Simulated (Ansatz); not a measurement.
The cluster Zr₃O₅, relaxed as a singlet with RKS PBE0-D4/def2-SVP in Ansatz, starting from the GFN1-xTB geometry. Force threshold 0.02 eV/Å.

In the def2 sets Zr takes a core potential; there is no spin–orbit coupling. The restricted singlet is unstable towards broken spin symmetry in Hartree–Fock (as tested in another run); at PBE0-D4/def2-SVP this wasn't settled. Another isomer (singlet) lies 0.95 eV lower at PBE0-D4/def2-TZVP; other spin states weren't run for this one.

Start:

```xyz
8

Zr   -0.870   -1.242    2.314
Zr    0.059   -0.194   -0.278
Zr    0.961    1.577   -2.482
O     0.800   -0.868    1.379
O     0.617   -0.259   -2.122
O     1.443    2.980   -3.429
O    -1.403   -1.414    3.985
O    -1.606   -0.580    0.634
```

(1) Estimate the energy that the relaxation releases and the steps that it takes.

(2) Does the start keep its bonding and symmetry?

(3) Predict the relaxed structure.

## Answers

(1) 53.5 kcal/mol, in 17 steps; 2.5 min on 4 threads of Intel Xeon on a shared host. No frequencies were taken in this run, so the end may be a saddle point.

(2) By distances, no bond broke or formed. The bond that changes most is Zr3–O5, from 1.90 to 1.99 Å (atoms count from 1).

(3) 
```xyz
8

Zr   -0.610   -1.676    2.104
Zr   -0.181    0.114   -0.244
Zr    0.377    1.846   -2.716
O     0.874   -0.744    1.175
O     0.101   -0.041   -2.142
O     2.053    2.193   -2.415
O    -0.964   -0.870    3.612
O    -1.651   -0.821    0.625
```
Bond lengths (bridged metal pairs left out): 8 × O–Zr 1.74 to 2.00 Å.
